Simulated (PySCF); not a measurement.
Species: p-anisic acid, C8H8O3.
Numbering: `[CH3:1][O:2][c:3]1[cH:4][cH:5][c:6]([C:7](=[O:8])[OH:9])[cH:10][cH:11]1`

Cartesian coordinates in Å at the GFN2-xTB level; atoms count from 1:
```xyz
19
C8H8O3 angstrom
C     -3.416   -0.494   -0.247
O     -2.520    0.223    0.570
C     -1.193    0.140    0.314
C     -0.360    0.874    1.166
C      1.004    0.861    0.997
C      1.573    0.112   -0.035
C      3.026    0.066   -0.263
O      3.567   -0.563   -1.141
O      3.734    0.804    0.612
C      0.745   -0.618   -0.882
C     -0.625   -0.609   -0.716
H     -3.234   -1.571   -0.194
H     -4.408   -0.277    0.146
H     -3.360   -0.164   -1.289
H     -0.820    1.447    1.956
H      1.641    1.428    1.657
H      4.678    0.728    0.403
H      1.198   -1.193   -1.676
H     -1.240   -1.185   -1.388
```

NICS = −σ at a ghost point: NICS(0) at the centroid of the ring atoms, NICS(1) 1 Å to either side along the normal of their mean plane, zz for the tensor component along that normal. Level: GIAO PBE0/pcSseg-1 (PySCF, non-relativistic, gas phase) on the GFN2-xTB geometry, one conformer.

Ring bond lengths (Å), with Mayer bond orders in brackets: C3–C4 1.400 (1.36), C4–C5 1.375 (1.49), C5–C6 1.396 (1.33), C6–C10 1.392 (1.42), C10–C11 1.380 (1.45), C11–C3 1.394 (1.34).

**Question.** Give the NICS values of each ring in ppm.

**Answer.** 
```csv
ring,type,NICS(0),"NICS(1), two faces","NICS(1)zz, two faces",rms pucker (Å),"centre to ring atoms, mean (Å)"
C3–C4–C5–C6–C10–C11,6-membered carbocycle; formal bonds all aromatic,-8.8,-10.8 / -10.8,-25.4 / -25.4,0.00,1.39
```

**Question.** What can be read from them?

**Answer.** 
- C3–C4–C5–C6–C10–C11: mean NICS(1)zz -25.4 ppm, shielded, aromatic by this magnetic criterion (flat ring, no four-coordinate atom).

**Question.** How equal are the bonds by HOMA? HOMA = 1 − mean of α(R − Ropt)² over the ring bonds, with Krygowski's 1993 parameters (CC: Ropt 1.388 Å, α 257.7 Å⁻²).

**Answer.** 
- C3–C4–C5–C6–C10–C11: HOMA 0.98 = 1 − EN − GEO, with mean bond length 1.389 Å, EN = α(Ropt − mean)² = 0.001 and GEO = α × variance = 0.021. The geometric and the magnetic index point the same way.

**Question.** What is the mean of the two in-plane components of NICS at the second NICS(1) probe listed for ring C3–C4–C5–C6–C10–C11, 1 Å off the ring?

**Answer.** The isotropic value is a third of the trace: (3 × -10.8 − (-25.4))/2 = -3.5 ppm.

**Question.** What are the shieldings of the ring atoms and their hydrogens in the same run (means over atoms taken as equivalent)?

**Answer.** 
| atoms | environment | σ isotropic (ppm) | principal values of the symmetric part, first atom (ppm) |
| --- | --- | --- | --- |
| C3 | aromatic carbon bearing oxygen | 15.9 | -68.0, 2.2, 113.7 |
| C4 (×2) | aromatic CH carbon | 69.4 | -22.7, 50.7, 164.1 |
| C5 (×2) | aromatic CH carbon | 47.5 | -54.6, 25.8, 175.3 |
| C6 | substituted aromatic carbon | 62.1 | -26.6, 49.3, 163.7 |
| H15 (×2) | aromatic hydrogen | 24.65 | 20.3, 24.8, 28.3 |
| H16 (×2) | aromatic hydrogen | 23.20 | 18.9, 23.0, 28.1 |
